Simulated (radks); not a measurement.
Values are calculated unless marked as measured or tabulated.
Initial-state core-level shifts of the vanadium ion V+ when its valence configuration changes from [Ar] 3d4. Code: a radial shooting solver on a logarithmic mesh with Libxc functionals. Model: scalar-relativistic Kohn-Sham, SCAN, spin-polarised, spherical densities, finite nucleus; open shells are filled with parallel spins first; meta-GGA in the generalised Kohn-Sham scheme; Fermi nuclear charge, rms radius 3.6002 fm. Shifts are changes of the shell-averaged eigenvalues in eV (positive: less bound); the change of the density at the nucleus, which sets a Mossbauer isomer shift, is in e/bohr^3, on a base of 9928.

valence,1s,2s,2p,3s,density at nucleus
3d3 4p1,-6.383,-7.039,-6.988,-6.413,+1.2248
3d3.5 4s0.5,-2.429,-2.774,-2.749,-2.470,+3.1070
3d2 4p2,-13.940,-15.532,-15.417,-13.644,+3.2123
3d3 4s1,-5.152,-5.896,-5.844,-5.171,+6.7800
3d3.5 4p0.5,-3.042,-3.338,-3.314,-3.093,+0.5232
3d1 4p3,-22.456,-25.217,-25.030,-21.361,+5.9177
3d2 4s1 4p1,-12.676,-14.308,-14.196,-12.406,+9.1991
3d3 4s0.5 4p0.5,-5.753,-6.453,-6.401,-5.785,+3.8396
